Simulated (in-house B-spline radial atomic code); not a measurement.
Ionisation energies with and without relativity, with size and susceptibility from the Dirac run. Dirac energy differences include first-order Breit, QED and recoil terms. NIST's values go from ground level to ground level; the uncertainty of those that are theory runs from under 0.1 % in few-electron ions to several per cent in heavy many-electron ones. Computed with an all-electron radial atomic-structure program (B-spline basis): non-relativistic Hartree-Fock and Dirac-Hartree-Fock, averages of the configuration (point nuclei without relativity, finite nuclei with it).

```
 ion  configuration  configuration after  ionisation non-relativistic (eV)  ionisation Dirac Breit and QED (eV)  tabulated value (eV)  tabulated kind  radius at density 0.001 (bohr)  diamagnetic susceptibility (10⁻⁶ cm³/mol)
 B2+       [He] 2s1                  1s2                             37.82                                37.82              37.93059        measured                           2.865                                    -2.7008
 C2+       [He] 2s2             [He] 2s1                             45.78                                45.80              47.88778        measured                           2.805                                    -3.6569
 N2+   [He] 2s2 2p1             [He] 2s2                                 ?                                    ?                     ?  semi-empirical                               ?                                          ?
 O2+   [He] 2s2 2p2         [He] 2s2 2p1                                 ?                                    ?                     ?  semi-empirical                               ?                                          ?
 F2+   [He] 2s2 2p3         [He] 2s2 2p2                             59.30                                59.29              62.70798  semi-empirical                           2.442                                     -4.001
Ne2+   [He] 2s2 2p4         [He] 2s2 2p3                             65.59                                65.57               63.4233        measured                           2.344                                    -3.9337
```

Task: Fill in the row of N2+.

Result: ionisation non-relativistic (eV): 47.17; ionisation Dirac Breit and QED (eV): 47.16; tabulated value (eV): 47.4453; radius at density 0.001 (bohr): 2.674; diamagnetic susceptibility (10⁻⁶ cm³/mol): -3.9315.

Task: Fill in the row of O2+.

Result: ionisation non-relativistic (eV): 53.17; ionisation Dirac Breit and QED (eV): 53.16; tabulated value (eV): 54.93554; radius at density 0.001 (bohr): 2.552; diamagnetic susceptibility (10⁻⁶ cm³/mol): -4.0158.
